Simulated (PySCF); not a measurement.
TiCl3, SMILES [Cl][Ti+]([Cl])[Cl], charge +1, multiplicity 1. Atoms are numbered in the order given.

```xyz
4

Ti     0.0000     0.0000     0.4818
Cl     1.7134     0.9892    -0.2078
Cl     0.0000    -1.9785    -0.2078
Cl    -1.7134     0.9892    -0.2078
```
Charge +1, spin multiplicity 1.

Coordinates come from a PBE0-D3(BJ)/def2-SVP optimisation. The spin state was assumed, not searched. The isomer is the one that the SMILES or the coordinates give; other isomers of the formula were not compared.

All values below come from PBE0/pcSseg-1 in PySCF.

GIAO shieldings, no solvent; atoms alike by connectivity are averaged. δ = σ(ref) − σ: ³⁵Cl against HCl (σ = 945.9 ppm), references at their B3LYP-D3(BJ)/def2-TZVP geometries, non-relativistic (without spin–orbit terms, shifts of atoms bonded to Cl or Br come out too high).

```tsv
nucleus	atoms	count	δ (ppm)
³⁵Cl	Cl2, Cl3, Cl4	3	1515.0
```
